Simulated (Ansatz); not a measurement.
Reaction (formal exchange of groups at the Al–O bond): `C[O][Al]([OH])[F]` + `C[SiH3]` → `[OH][Al]([F])[CH2][SiH3]` + CH₃OH

Program: Ansatz. Geometries: PBE0-D4/def2-TZVP. ΔE: electronic, gas phase. CBS: MP2 limit from def2 TZ/QZ plus the TZ coupled-cluster correction, frozen cores. This one scheme is used for every species. Functionals use def2-TZVPP. B3LYP here is the variant with VWN-RPA as its local correlation; programs differ in this. One conformer a species, not always the lowest.

`C[O][Al]([OH])[F]`:

Cartesian coordinates in Å:
```
C -0.625 0.633 -1.340
O 0.104 0.889 -0.173
Al 0.633 -0.030 1.114
O 0.298 -1.679 1.188
F 1.487 0.708 2.307
H -0.027 0.899 -2.217
H -1.533 1.244 -1.353
H -0.917 -0.419 -1.430
H 0.580 -2.244 1.904
```

`C[SiH3]`:

```xyz
8

C     0.939   -0.242    0.187
Si   -0.840    0.217   -0.168
H     1.530    0.647    0.417
H     1.391   -0.737   -0.675
H     1.001   -0.922    1.040
H    -1.453    0.893    1.007
H    -1.644   -0.996   -0.478
H    -0.922    1.140   -1.332
```

`[OH][Al]([F])[CH2][SiH3]`:

Cartesian coordinates in Å:
```
O -1.543 0.376 2.099
Al -1.355 0.398 0.424
F -2.669 0.129 -0.540
C 0.376 0.732 -0.353
Si 1.386 -0.793 -0.730
H -2.370 0.204 2.546
H 0.947 1.360 0.339
H 0.242 1.292 -1.286
H 1.616 -1.580 0.512
H 0.661 -1.665 -1.695
H 2.711 -0.453 -1.317
```

CH₃OH:

Cartesian coordinates in Å:
```
C 0.049 0.353 0.008
O -0.267 -0.900 -0.554
H -0.059 1.095 -0.784
H 1.082 0.397 0.377
H -0.628 0.627 0.827
H -0.177 -1.571 0.126
```

| level | ΔE (kJ/mol) | difference from CCSD(T)/CBS |
| --- | --- | --- |
| PBE-D4 | 100.3 | -9.9 |
| PBE | 101.5 | -8.7 |
| PBE0 | 104.3 | -5.9 |
| B3LYP | 116.8 | 6.6 |
| HF/def2-TZVPP | 127.9 | 17.7 |
| MP2/def2-TZVPP | 113.7 | 3.5 |
| SCS-MP2/def2-TZVPP | 117.1 | 6.9 |
| CCSD(T)/def2-TZVPP | 111.8 | 1.6 |
| HF/def2-QZVPP | 128.9 | 18.7 |
| HF/CBS(def2) | 129.1 | 18.9 |
| CCSD(T)/CBS | 110.2 | 0 |

Largest T1 diagnostic among the species: 0.012.

In def2-TZVPP, CCSD(T) changes the Hartree–Fock value by −16.1 kJ/mol (the triples alone add −2.8 kJ/mol) and MP2 by −14.2 kJ/mol.
